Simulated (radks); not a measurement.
N2+, 5 electrons, occupied as 2s2 2p3 (not the ground configuration). All-electron calculation, non-relativistic Kohn-Sham, r2SCAN, spin-polarised, spherical densities, point nucleus; open shells are filled with parallel spins first; meta-GGA in the generalised Kohn-Sham scheme. Program: a radial shooting solver on a logarithmic mesh with Libxc functionals.

Unscreened Slater integrals over Kohn-Sham orbitals (hartree). They are taken over the spin-up orbitals.

F0(2p,2p): 1.0326
F2(2p,2p): 0.48309
F0(2p,2s): 0.95235
G1(2p,2s): 0.54753
F0(2s,2s): 0.90031

Derived for the open shells (J is the average intra-shell exchange parameter used in DFT+U). 2p: J = F2/5 = 0.09662 hartree.
